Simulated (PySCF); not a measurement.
**Trend along the second period: MB cations**

CCSD(T) with double-zeta basis sets in PySCF, for the lowest determinant that a PBE0 search found; no spin–orbit coupling. De refers to high-spin ground-configuration atoms (the charge goes to the atom of lower measured ionisation energy or higher electron affinity, which is not always the lowest computed limit).

```tsv
M	basis	reference, frozen orbitals	charged atom	state (unpaired electrons)	Re (Å)	ωe (cm⁻¹)	De (eV)
Li	cc-pVDZ	UHF, 1	Li+	doublet (σ ↑)	2.536	315	0.77
Be	def2-SVPD	RHF, 1	B+	singlet (closed shell)	2.223	452	1.52
B	6-31G(d,p)	ROHF, 2	B+	doublet (σ ↑)	2.153	425	1.95
N	aug-pcseg-1	UHF, 2	B+	quartet (σ ↑, π ↑↑)	1.469	998	1.00
O	x2c-SVPall	RHF, 2	B+	singlet (closed shell)	1.214	1802	3.43
F	aug-pcseg-1	UHF, 2	B+	doublet (σ ↑)	1.232	1633	4.43
```

The shortest bond is that of BO⁺ (1.214 Å), the longest that of LiB⁺ (2.536 Å). BF⁺ is bound most strongly (4.43 eV) and LiB⁺ least (0.77 eV).

The rows differ in basis set, which adds steps of its own.

The state changes along the series, so neighbouring rows are not always alike in their bonding.

Correlated steps freeze the inner cores (1 to 2 orbitals); shallow outer-core shells are correlated. UHF and ROHF references stand side by side, which adds small steps between rows. Correlated levels converge slowly with the basis: in double zeta they bind strong bonds too weakly, by up to about 1 eV, and carry superposition errors of some tenths. For an ion De counts to the pair picked by the measured ionisation energies or electron affinities, which need not be the lowest pair at this level. Where the molecule has an RHF reference, its open-shell atoms are computed with UHF. The CCSD T1 diagnostic is raised in BO⁺, BeB⁺, a sign that a single reference may not be enough there. States were picked by a PBE0 search and need not be the measured ground states.
